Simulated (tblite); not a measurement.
C₄H₆F₄SSi.
Atom-mapped SMILES: `[CH3:1][S:2]/[C:3](=[CH:4]/[C:5]([F:6])([F:7])[F:8])[SiH2:9][F:10]` (hydrogens: H11, H12, H13 on C1; H14 on C4; H15, H16 on Si9)

Computed with GFN2-xTB (tblite), gas phase: L-BFGS steps from a force-field or distance-geometry start until the largest atomic force falls under 0.01 eV/Å.

Step 6: E = -968.0296 eV
```
atom  x, y, z in Å  |  force x, y, z in eV/Å
C1      2.7721   -0.2475   -0.1450    0.103  -0.080  -0.015
S2      1.6956    1.1955    0.1172   -0.028  -0.084  -0.002
C3      0.0861    0.5364    0.0841    0.126  -0.317  -0.001
C4     -0.1663   -0.7691   -0.0852   -0.151  -0.186  -0.073
C5     -1.5566   -1.2995   -0.1272   -0.136  -0.086  -0.100
F6     -2.3704   -0.8263    0.8378    0.049  -0.019   0.114
F7     -1.6100   -2.6351   -0.0140    0.202   0.026  -0.003
F8     -2.2122   -1.0160   -1.2796    0.128   0.045  -0.069
Si9    -1.3488    1.7498    0.3134   -0.096   0.196   0.057
F10    -0.6922    3.2141    0.4169   -0.059  -0.076  -0.044
H11     2.7106   -0.5883   -1.1759   -0.107   0.003   0.054
H12     3.7866    0.0759    0.0582    0.029   0.155   0.007
H13     2.5176   -1.0403    0.5515   -0.048   0.017   0.001
H14     0.5764   -1.5364   -0.2513   -0.046   0.083   0.017
H15    -2.0258    1.4942    1.5663    0.048   0.194   0.128
H16    -2.1702    1.7015   -0.8787   -0.016   0.131  -0.071
```

Step 7: E = -968.0394 eV
```
atom  x, y, z in Å  |  force x, y, z in eV/Å
C1      2.7688   -0.2488   -0.1452    0.131  -0.040   0.014
S2      1.6948    1.1990    0.1196   -0.034  -0.216  -0.024
C3      0.0889    0.5317    0.0851   -0.002  -0.230   0.015
C4     -0.1661   -0.7732   -0.0845   -0.155  -0.157  -0.085
C5     -1.5586   -1.3022   -0.1283   -0.023  -0.023  -0.086
F6     -2.3696   -0.8273    0.8403    0.061  -0.088   0.034
F7     -1.5986   -2.6383   -0.0192    0.105   0.043   0.017
F8     -2.2103   -1.0170   -1.2827    0.106   0.027  -0.011
Si9    -1.3519    1.7476    0.3140   -0.116   0.073   0.042
F10    -0.6973    3.2093    0.4146    0.004   0.036  -0.041
H11     2.7108   -0.5917   -1.1760   -0.127   0.021   0.071
H12     3.7808    0.0820    0.0575    0.056   0.135   0.001
H13     2.5222   -1.0434    0.5537   -0.067   0.059  -0.024
H14     0.5706   -1.5457   -0.2534   -0.020   0.104   0.024
H15    -2.0217    1.5124    1.5781    0.063   0.159   0.051
H16    -2.1705    1.7144   -0.8849    0.018   0.097   0.003
```

Step 8: E = -968.0476 eV
```
atom  x, y, z in Å  |  force x, y, z in eV/Å
C1      2.7690   -0.2507   -0.1450    0.111   0.007   0.036
S2      1.6936    1.1975    0.1209   -0.062  -0.273  -0.029
C3      0.0901    0.5237    0.0863   -0.138  -0.061   0.032
C4     -0.1690   -0.7793   -0.0857   -0.087  -0.074  -0.073
C5     -1.5611   -1.3051   -0.1306    0.080   0.013  -0.043
F6     -2.3679   -0.8295    0.8435    0.052  -0.135  -0.048
F7     -1.5872   -2.6406   -0.0230   -0.006   0.017   0.019
F8     -2.2069   -1.0168   -1.2862    0.045   0.002   0.026
Si9    -1.3558    1.7468    0.3151   -0.065  -0.036   0.017
F10    -0.7011    3.2066    0.4119    0.047   0.101  -0.039
H11     2.7082   -0.5940   -1.1750   -0.113   0.020   0.062
H12     3.7778    0.0899    0.0570    0.071   0.095  -0.008
H13     2.5242   -1.0450    0.5551   -0.056   0.069  -0.026
H14     0.5661   -1.5513   -0.2546    0.015   0.062   0.015
H15    -2.0174    1.5300    1.5890    0.065   0.125  -0.001
H16    -2.1704    1.7266   -0.8900    0.040   0.067   0.060
```

**Question.** Estimate the geometry and energy of step 9. (The exact step hangs on the optimiser's Hessian estimate; all steps are aligned on step 8, rigid shifts and turns removed.)

**Answer.** E = -968.0535 eV, largest force 0.235 eV/Å
```
atom  x, y, z in Å  |  force x, y, z in eV/Å
C1      2.7715   -0.2520   -0.1443    0.064   0.028   0.038
S2      1.6913    1.1913    0.1213   -0.088  -0.218  -0.013
C3      0.0884    0.5165    0.0877   -0.195   0.064   0.037
C4     -0.1726   -0.7848   -0.0881    0.002   0.009  -0.047
C5     -1.5619   -1.3073   -0.1330    0.107   0.002  -0.005
F6     -2.3656   -0.8335    0.8451    0.028  -0.137  -0.081
F7     -1.5792   -2.6419   -0.0252   -0.080  -0.034   0.006
F8     -2.2035   -1.0165   -1.2885   -0.016  -0.014   0.026
Si9    -1.3592    1.7464    0.3163    0.007  -0.062   0.001
F10    -0.7030    3.2061    0.4091    0.060   0.103  -0.041
H11     2.7041   -0.5952   -1.1730   -0.078   0.009   0.037
H12     3.7775    0.0974    0.0566    0.069   0.056  -0.016
H13     2.5244   -1.0448    0.5557   -0.026   0.049  -0.006
H14     0.5635   -1.5537   -0.2551    0.048   0.009   0.001
H15    -2.0132    1.5445    1.5967    0.055   0.094  -0.018
H16    -2.1698    1.7363   -0.8926    0.042   0.045   0.081
```

The energy changes by -0.0059 eV. The first-order estimate −F·Δx gives -0.0082 eV and the mean of the old and new forces, exact on a quadratic surface, -0.0059 eV. The step makes an angle of 55° with the force vector and moves no atom by more than 0.017 Å.

What follows is the cost of the whole relaxation. On an Arm Neoverse V1 with one thread, shared host with 32 logical CPUs at a one-minute load of 20, this took 0.7 s of wall time.
